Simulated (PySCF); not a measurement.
HgI, charge +1. Atoms are numbered in the order given.

```xyz
2

Hg     0.0000     0.0000    -1.0354
I      0.0000     0.0000     1.5629
```
Charge +1, spin multiplicity 1.

Geometry: B3LYP-D3(BJ)/def2-TZVP. The multiplicity is an assumed one; other spin states were not compared. The def2 effective core potentials stand for the cores of Hg, I; spin–orbit coupling is left out.

The numbers are results of M06-2X/def2-TZVPD (PySCF), not measurements.

Isolated molecule, no solvent.

```
Item                                                              Result
------------------------------------------------  ----------------------
total energy                                          -450.71449 hartree
point group                                                          C∞v
highest occupied level                                         -14.44 eV
lowest empty level                                              -9.81 eV
orbital gap                                                      4.63 eV
dipole moment about the centre of nuclear charge                  2.88 D
mean static polarisability                          57.2 bohr³ (8.48 Å³)
polarisability, principal values                  41.6, 41.6, 88.5 bohr³
```
